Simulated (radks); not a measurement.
Trend from Li to Ne: ionisation energy by Delta-SCF between NIST ground configurations, and size. Method: scalar-relativistic Kohn-Sham, LDA (Slater exchange, Perdew-Wang correlation), spin-unpolarised, spherical densities, finite nucleus; Fermi nuclear charge, rms radius of each element as measured or else 0.836 A^(1/3) + 0.57 fm; computed with a radial shooting solver on a logarithmic mesh with Libxc functionals.

species  configuration  configuration of the ion  IE (eV)  NIST (eV)  kind  outermost  <r> outermost (bohr)
Li            [He] 2s1                      [He]    5.237      5.392  exp.         2s                  3.93
Be            [He] 2s2                  [He] 2s1    9.513      9.323  exp.         2s                  2.62
B         [He] 2s2 2p1                  [He] 2s2    8.321      8.298  exp.         2p                  2.29
C         [He] 2s2 2p2              [He] 2s2 2p1   10.985     11.260  exp.         2p                  1.79
N         [He] 2s2 2p3              [He] 2s2 2p2   13.731     14.534  exp.         2p                  1.48
O         [He] 2s2 2p4              [He] 2s2 2p3   16.585     13.618  exp.         2p                  1.26
F         [He] 2s2 2p5              [He] 2s2 2p4   19.558     17.423  exp.         2p                  1.10
Ne                [Ne]              [He] 2s2 2p5   22.657     21.565  exp.         2p                 0.981

Reference values: NIST Atomic Spectra Database (exp. = measured, semi-emp. = semi-empirical, theory = theoretical value adopted there). Spin polarisation and multiplet splitting are left out, so open shells lie too high by an amount that depends on their filling.

Beside tabulated values, note that spin-unpolarised runs miss the spin-polarisation part of the exchange energy of open shells.
